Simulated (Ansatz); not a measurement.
Calculation: frozen-core CCSD(T)/cc-pVDZ // B3LYP-D3(BJ)/def2-SVP run with Ansatz (a first-principles code).

Ansatz 0.2 input:
```yaml
crystal:
  periodic: [false, false, false]
  atoms:
    - { symbol: C, position_ang: [2.274621, -0.245201, -0.001619] }
    - { symbol: Si, position_ang: [0.643651, 0.647106, 0.438678] }
    - { symbol: C, position_ang: [-0.522201, -0.583572, -0.553805] }
    - { symbol: Si, position_ang: [-2.294713, 0.221745, -0.186587] }
    - { symbol: H, position_ang: [2.313853, -1.264313, 0.403562] }
    - { symbol: H, position_ang: [2.988385, 0.41282, 0.539059] }
    - { symbol: H, position_ang: [2.48091, -0.227247, -1.07932] }
    - { symbol: H, position_ang: [0.536837, 2.005227, -0.136233] }
    - { symbol: H, position_ang: [0.30996, 0.596373, 1.878314] }
    - { symbol: H, position_ang: [-0.300746, -0.576088, -1.631678] }
    - { symbol: H, position_ang: [-0.465456, -1.609147, -0.158977] }
    - { symbol: H, position_ang: [-2.565207, 0.164933, 1.265433] }
    - { symbol: H, position_ang: [-3.0375, -0.802448, -0.99102] }
    - { symbol: H, position_ang: [-2.338289, 1.586026, -0.753712] }
basis:
  gaussian: { orbitals: cc-pVDZ }
correlation:
  method: ccsd_t
total_charge: 1
magnetization:
  spin_polarized: true
  initial_magnetization: 1
```

Output:

```
Functional definition: HF
1059 factors; integrals over basis functions are off by at most 1.1e-3 eV
mean field evaluation 1: about -17930.6950 eV, gradient 2.4e1 eV
mean field evaluation 2: about -17930.7812 eV, gradient 2.4e1 eV
mean field evaluation 4: about -17934.9710 eV, gradient 2.8e0 eV
mean field evaluation 8: about -17935.1693 eV, gradient 3.1e-1 eV
mean field evaluation 16: about -17935.1732 eV, gradient 2.8e-6 eV
mean field evaluation 32: about -17934.4365 eV, gradient 4.0e0 eV
mean field evaluation 64: about -17930.9024 eV, gradient 9.4e-1 eV
mean field evaluation 96: about -17930.5622 eV, gradient 3.2e-1 eV
mean field evaluation 128: about -17930.4662 eV, gradient 1.6e1 eV
mean field -17935.17320934 eV, -659.1054585462 hartree, gradient 2.8e-6 eV, S^2 0.770809; 1 other end points of the search recorded, 0 dependent functions left out
12 core orbitals not correlated
reference -17935.17320934 eV, -659.1054585462 hartree; 13, 12 occupied and 89, 90 virtual orbitals, 1059 factors
second order -12.93385475 eV of doubles, -0.00000000 eV of singles
cycle   1  -14.41781846 eV  change    -1.5e0 eV  update   1.0e-1
cycle   2  -14.97251266 eV  change   -5.5e-1 eV  update   3.3e-2
cycle   3  -15.04902539 eV  change   -7.7e-2 eV  update   2.0e-2
cycle   4  -15.05169833 eV  change   -2.7e-3 eV  update   1.1e-2
cycle   5  -15.05201123 eV  change   -3.1e-4 eV  update   6.6e-3
cycle   6  -15.05444288 eV  change   -2.4e-3 eV  update   3.2e-3
cycle   7  -15.05524444 eV  change   -8.0e-4 eV  update   1.2e-3
cycle   8  -15.05565865 eV  change   -4.1e-4 eV  update   5.1e-4
cycle   9  -15.05559325 eV  change    6.5e-5 eV  update   2.4e-4
cycle  10  -15.05556753 eV  change    2.6e-5 eV  update   1.3e-4
cycle  11  -15.05560326 eV  change   -3.6e-5 eV  update   6.1e-5
cycle  12  -15.05559720 eV  change    6.1e-6 eV  update   3.4e-5
cycle  13  -15.05560504 eV  change   -7.8e-6 eV  update   1.7e-5
perturbative correction -0.43792412 eV, -0.0160934146 hartree
Total energy: -17950.66673850 eV, -659.6748352411 hartree
```

Cost: roughly 80 core-seconds.
